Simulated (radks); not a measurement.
Q: The table gives one normalised radial function P(r) = r R(r) (large component) of Nb8+ in [Ar] 3d10 4s2 4p3 (r in bohr). All-electron calculation, Dirac Kohn-Sham, PBE, spin-unpolarised, spherical densities, finite nucleus; open shells fill j = l - 1/2 first; Fermi nuclear charge, rms radius 4.324 fm. Program: a radial shooting solver on a logarithmic mesh with Libxc functionals.

| r | P |
|---|---|
| 0.002309 | 0.0082 |
| 0.002624 | 0.0099 |
| 0.002982 | 0.0121 |
| 0.003389 | 0.0147 |
| 0.003852 | 0.0180 |
| 0.004378 | 0.0220 |
| 0.004976 | 0.0270 |
| 0.005656 | 0.0332 |
| 0.006428 | 0.0408 |
| 0.007247 | 0.0495 |
| 0.008237 | 0.0609 |
| 0.009362 | 0.0749 |
| 0.01064 | 0.0920 |
| 0.01209 | 0.1127 |
| 0.01374 | 0.1378 |
| 0.01562 | 0.1680 |
| 0.01775 | 0.2040 |
| 0.02018 | 0.2464 |
| 0.02275 | 0.2926 |
| 0.02586 | 0.3491 |
| 0.02939 | 0.4132 |
| 0.0334 | 0.4842 |
| 0.03796 | 0.5609 |
| 0.04315 | 0.6411 |
| 0.04904 | 0.7212 |
| 0.05574 | 0.7960 |
| 0.06335 | 0.8588 |
| 0.07142 | 0.8990 |
| 0.08118 | 0.9129 |
| 0.09226 | 0.8862 |
| 0.1049 | 0.8088 |
| 0.1192 | 0.6722 |
| 0.1355 | 0.4722 |
| 0.154 | 0.2106 |
| 0.175 | -0.1032 |
| 0.1989 | -0.4505 |
| 0.2242 | -0.7829 |
| 0.2548 | -1.1140 |
| 0.2896 | -1.3874 |
| 0.3292 | -1.5728 |
| 0.3741 | -1.6501 |
| 0.4252 | -1.6139 |
| 0.4833 | -1.4758 |
| 0.5493 | -1.2614 |
| 0.6243 | -1.0054 |
| 0.7039 | -0.7603 |
| 0.8 | -0.5228 |
| 0.9093 | -0.3301 |
| 1.033 | -0.1897 |
| 1.175 | -0.0981 |
| 1.335 | -0.0450 |
| 1.517 | -0.0180 |
| 1.724 | -0.0062 |
| 1.96 | -0.0018 |
| 2.21 | -0.0005 |
| 2.511 | -0.0001 |
| 2.854 | 0.0000 |
| 3.244 | 0.0000 |
| 3.687 | 0.0000 |

Which n and l does it have? It may be an empty orbital.

A: n = 3, l = 1: the number of nodes gives n - l - 1 = 1, the rise at small r points to l (for j = l - 1/2 the large component starts outside the nucleus as r^gamma with gamma = sqrt(l^2 - (Z/c)^2) = 0.95 and the r^(l+1) term takes over further out; the orbital of l - 1 with the same j starts with the same power, but with a larger coefficient, and does not steepen), and the extent must fit the shell. The curve is that of 3p1/2; the two j differ most near the nucleus, where j = l - 1/2 has the larger amplitude, and in heavy atoms j = l - 1/2 is also the more compact. 3p1/2: eigenvalue -488.46 eV, 1 radial node at r = 0.168 bohr, <r> = 0.437 bohr, 90 % of the charge inside 0.661 bohr.
